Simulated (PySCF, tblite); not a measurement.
Isomers of C4H15NOSi3. Computed values, GFN2-xTB/tblite, gas phase, harmonic and unscaled. Against measured fundamentals such values can be off by several per cent, at times by over 20. Modes of hydrogen on silicon can be 10 to 20 % off. One conformer each.

Electronic energies: PBE0/pcSseg-1 single points on the GFN2-xTB geometries (PySCF, gas phase).

```csv
SMILES,"electronic energy, lowest = 0 (kJ/mol)"
CN[SiH2]C(=O)[SiH2][C@H](C)[SiH3],249.7
[SiH3]O[Si@@H]([SiH3])N1CCCC1,0.0
CO[C@@H]1[SiH2]C[SiH2]C[Si@@H]1N,78.2
```

Q: How do GFN2-xTB zero-point energies change the relative energies?

A: 
```csv
SMILES,ZPE (kJ/mol),of it from modes above 1550 cm⁻¹,electronic (kJ/mol),"with ZPE, lowest = 0 (kJ/mol)",lowest mode (cm⁻¹),rings
[SiH3]O[Si@@H]([SiH3])N1CCCC1,466.4,234.0,0.0,0.0,10,1
CO[C@@H]1[SiH2]C[SiH2]C[Si@@H]1N,468.5,248.3,78.2,80.3,29,1
CN[SiH2]C(=O)[SiH2][C@H](C)[SiH3],455.1,249.3,249.7,238.4,13,0
```

The zero-point energies span 13.4 kJ/mol, from `CN[SiH2]C(=O)[SiH2][C@H](C)[SiH3]` to `CO[C@@H]1[SiH2]C[SiH2]C[Si@@H]1N`. The order is unchanged.

Q: And how do the electronic energies of GFN2-xTB itself compare?

A: `[SiH3]O[Si@@H]([SiH3])N1CCCC1` 0.0; `CO[C@@H]1[SiH2]C[SiH2]C[Si@@H]1N` 424.3; `CN[SiH2]C(=O)[SiH2][C@H](C)[SiH3]` 472.4 kJ/mol, lowest = 0. Against the energies above, taken from the same isomer `[SiH3]O[Si@@H]([SiH3])N1CCCC1`, the largest difference is 346.1 kJ/mol.
